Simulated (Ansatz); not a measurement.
Abridged output of a molecular run in Ansatz:

```
Functional definition: HF
1268 factors; integrals over basis functions are off by at most 1.2e-3 eV
mean field evaluation 1: about -12879.8272 eV, gradient 4.6e1 eV
mean field evaluation 2: about -12880.0428 eV, gradient 4.6e1 eV
mean field evaluation 4: about -12884.4139 eV, gradient 5.0e0 eV
mean field evaluation 8: about -12884.5111 eV, gradient 4.6e-1 eV
mean field -12884.51204172 eV, -473.4970840974 hartree, gradient 2.2e-6 eV, S^2 0.000000; 0 other end points of the search recorded, 0 dependent functions left out
9 core orbitals not correlated: weight in the atoms' cores, before any rotation towards them, 1.000 or more for the frozen orbitals, at most 0.000 for the correlated occupied ones
reference -12884.51204172 eV, -473.4970840974 hartree; 13, 13 occupied and 186, 186 virtual orbitals, 1268 factors
second order -22.61939246 eV of doubles, -0.00000000 eV of singles
cycle   1  -22.38512199 eV  change    2.3e-1 eV  update   1.1e-1
cycle   2  -22.97329895 eV  change   -5.9e-1 eV  update   3.4e-2
cycle   3  -23.10802182 eV  change   -1.3e-1 eV  update   1.6e-2
cycle   4  -23.10109663 eV  change    6.9e-3 eV  update   4.3e-3
cycle   5  -23.10177223 eV  change   -6.8e-4 eV  update   1.9e-3
cycle   6  -23.10320384 eV  change   -1.4e-3 eV  update   5.0e-4
cycle   7  -23.10318919 eV  change    1.5e-5 eV  update   1.9e-4
cycle   8  -23.10318224 eV  change    6.9e-6 eV  update   5.9e-5
cycle   9  -23.10320869 eV  change   -2.6e-5 eV  update   2.2e-5
perturbative correction -0.95433291 eV, -0.0350710877 hartree
Total energy: -12908.56958332 eV, -474.3811824444 hartree
```

Its atoms:

```xyz
8

C     0.6424    0.5806    0.9815
Al   -0.6875   -0.2822   -0.1057
F    -2.1990   -0.6242    0.4361
C    -0.3641   -0.8233   -1.9317
N    -0.1160   -1.1250   -3.0170
H     0.2959    1.5637    1.3131
H     0.8469   -0.0036    1.8833
H     1.5815    0.7141    0.4403
```

(1) Which basis set was used?
A. cc-pV(D+d)Z
B. def2-TZVPP
C. def2-SVP
D. def2-SVPD

(2) Write the keys of the input that set method, charge and spin (a neutral closed shell needs none for the last two).

Answers

(1) B. It gives 208 functions.

(2) 
```yaml
correlation: {method: ccsd_t}
```
